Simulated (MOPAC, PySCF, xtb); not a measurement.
Energy landscape of Br3 (anion, charge -1), singlet: symmetric bend, bond length relaxed. Scanned: Br-Br-Br angle. Other coordinates (Br-Br bond length) were minimised at B3LYP/def2-TZVP.

Levels: AM1, restricted, heats of formation (MOPAC); PM3, restricted, heats of formation (MOPAC); GFN1-xTB (xtb); wB97X-V/aug-cc-pVDZ, density fitting (PySCF).

Energies relative to the lowest point of each profile, in kcal/mol; the last columns give the difference from wB97X-V:

```tsv
a / °	AM1	PM3	GFN1-xTB	wB97X-V	AM1 − wB97X-V	PM3 − wB97X-V	GFN1-xTB − wB97X-V
180	0.0	0.0	0.0	0.0	0.0	0.0	0.0
170	1.0	0.8	0.9	1.0	0.0	-0.2	-0.1
160	4.2	3.4	3.6	3.9	0.2	-0.6	-0.3
150	9.2	7.6	8.0	8.5	0.7	-0.9	-0.6
140	16.1	13.8	13.6	14.6	1.5	-0.8	-1.0
130	24.5	21.9	20.1	21.7	2.8	0.2	-1.6
120	34.4	31.9	27.1	29.6	4.8	2.4	-2.5
110	45.4	43.9	34.0	37.7	7.7	6.1	-3.7
100	—	—	40.3	45.7	—	—	-5.4
90	—	—	43.5	53.1	—	—	-9.6
80	—	—	42.7	58.7	—	—	-16.0
```

AM1 is furthest from wB97X-V at 110 (7.7 kcal/mol, above); its mean absolute difference over the points is 2.2 kcal/mol.

PM3 is furthest from wB97X-V at 110 (6.1 kcal/mol, above); its mean absolute difference over the points is 1.4 kcal/mol.

GFN1-xTB is furthest from wB97X-V at 80 (-16.0 kcal/mol, below); its mean absolute difference over the points is 3.7 kcal/mol.

A dash means that the run gave no value there, or that the column was ended at a point which the program doubted or which failed a test of continuity chosen for this set; such a test can also cut sound points.
